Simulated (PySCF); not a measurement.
# Xe³⁺ (xenon, charge +3) across methods

[Kr] 4d10 5s2 5p3, high-spin 4S determinant. Computed with PySCF 2.14 in aug-cc-pwCVQZ-PP with ECP28MDF (10s10p8d6f4g1h, 169 functions), with a scalar-relativistic core potential.

```json
{"method": "PBEsol", "E (hartree)": "-326.6956", "mean ε 5s α (eV)": "-51.483", "mean ε 5s β (eV)": "-48.692", "mean ε 5p α (eV)": "-38.096", "Σ⟨r²⟩ (bohr²)": "34.19", "⟨S²⟩": "3.751"}
{"method": "TPSS", "E (hartree)": "-326.8951", "mean ε 5s α (eV)": "-51.650", "mean ε 5s β (eV)": "-48.413", "mean ε 5p α (eV)": "-38.227", "Σ⟨r²⟩ (bohr²)": "34.23", "⟨S²⟩": "3.751"}
{"method": "PBE", "E (hartree)": "-326.9985", "mean ε 5s α (eV)": "-51.431", "mean ε 5s β (eV)": "-48.659", "mean ε 5p α (eV)": "-38.081", "Σ⟨r²⟩ (bohr²)": "34.22", "⟨S²⟩": "3.751"}
{"method": "PBE0", "E (hartree)": "-327.0277", "mean ε 5s α (eV)": "-53.948", "mean ε 5s β (eV)": "-49.770", "mean ε 5p α (eV)": "-39.640", "Σ⟨r²⟩ (bohr²)": "34.22", "⟨S²⟩": "3.751"}
{"method": "LDA", "E (hartree)": "-326.5393", "mean ε 5s α (eV)": "-51.602", "mean ε 5s β (eV)": "-49.251", "mean ε 5p α (eV)": "-38.140", "Σ⟨r²⟩ (bohr²)": "34.23", "⟨S²⟩": "3.750"}
{"method": "r2SCAN", "E (hartree)": "-327.1349", "mean ε 5s α (eV)": "-52.465", "mean ε 5s β (eV)": "-48.546", "mean ε 5p α (eV)": "-38.665", "Σ⟨r²⟩ (bohr²)": "34.17", "⟨S²⟩": "3.751"}
{"method": "revPBE", "E (hartree)": "-327.0652", "mean ε 5s α (eV)": "-51.405", "mean ε 5s β (eV)": "-48.456", "mean ε 5p α (eV)": "-38.069", "Σ⟨r²⟩ (bohr²)": "34.19", "⟨S²⟩": "3.751"}
{"method": "UHF", "E (hartree)": "-326.06169", "mean ε 5s α (eV)": "-60.421", "mean ε 5s β (eV)": "-51.578", "mean ε 5p α (eV)": "-43.398", "Σ⟨r²⟩ (bohr²)": "34.51", "⟨S²⟩": "3.751"}
```

Energies and moments cover only the electrons outside the core potential.
